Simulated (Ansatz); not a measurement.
`I[SiH](I)I` at its PBE0-D4/def2-TZVP geometry, where that method's forces vanish. Charge 0, multiplicity 1. I takes the def2 core potential.

```xyz
5

I     0.0049   -2.2912    0.6452
Si   -0.1024    0.0713    0.1032
I     2.0773    1.1060    0.3578
I    -0.9430    0.3935   -2.1499
H    -1.0367    0.7205    1.0437
```

(1) What forces (eV/Å) does ωB97M-V/def2-TZVPP give on these atoms in Ansatz? (Estimate.)

## Answers

(1) Computed: 
```
I1   0.007  0.093 -0.035
Si2 -0.101  0.070  0.102
I3  -0.083 -0.053 -0.022
I4   0.048 -0.022  0.086
H5   0.129 -0.089 -0.130
```
